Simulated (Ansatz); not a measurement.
```xyz
11

C    -1.521   -1.423   -0.640
O    -0.683   -0.369   -0.228
Ge   -1.337    1.289   -0.010
S     0.554    2.285    0.617
C     1.856    1.025    0.626
H    -1.150   -1.843   -1.580
H    -2.560   -1.103   -0.796
H    -1.517   -2.213    0.117
H     2.263    0.954    1.634
H     2.643    1.336   -0.060
H     1.452    0.062    0.319
```

Charge 0, multiplicity 1.

List the CAM-B3LYP/def2-TZVPP orbital energies in eV (Ansatz). (Estimate.)

Computed: Occupied: -10852.44, -2419.40, -1356.61, -1207.60, -1207.55, -1207.53, -522.51, -280.10, -279.23, -217.43, -171.40, -162.01, -161.89, -161.85, -121.78, -121.65, -121.56, -35.37, -35.27, -35.22, -35.19, -35.08, -29.46, -23.16, -20.71, -19.24, -16.02, -14.38, -14.22, -13.38, -13.06, -12.87, -11.08, -10.02, -9.70, -8.26, -8.18. Lowest empty: -0.72, 0.96, 1.83, 2.76, 3.04, 3.54, 3.98, 4.13.
